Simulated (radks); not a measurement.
Problem. These are the eigenvalues of the occupied orbitals of an atom or ion with whole-number occupations (eV). All-electron calculation, Dirac Kohn-Sham, PW91, spin-unpolarised, spherical densities, finite nucleus; Fermi nuclear charge, rms radius of each element as measured or else 0.836 A^(1/3) + 0.57 fm. Program: a radial shooting solver on a logarithmic mesh with Libxc functionals.

1s1/2: -55465.74
2s1/2: -9303.530
2p1/2: -8858.107
2p3/2: -8000.933
3s1/2: -2106.799
3p1/2: -1911.608
3p3/2: -1732.599
3d3/2: -1397.374
3d5/2: -1358.265
4s1/2: -445.9258
4p1/2: -368.3524
4p3/2: -328.1013
4d3/2: -200.2069
4d5/2: -192.8810
5s1/2: -83.1819
5p1/2: -61.2707
5p3/2: -55.5572
4f5/2: -39.4782
4f7/2: -38.4166
5d3/2: -27.0112

Which element is it, and in what charge state? The configuration may be excited. Open shells, if any, fill j = l - 1/2 first.

Solution. Z = 67, holmium, charge +3: Ho3+ in [Kr] 4d10 4f10 5s1 5p6 5d1. The list shows which subshells hold electrons but not how many an open one holds; the 1s level, -2038.3 hartree, gives Z - s = 63.8 by -(Z - s)^2/2, which with screening and relativity narrows Z to a few neighbours, and the depths of the outer levels then fix element, charge and occupations together.
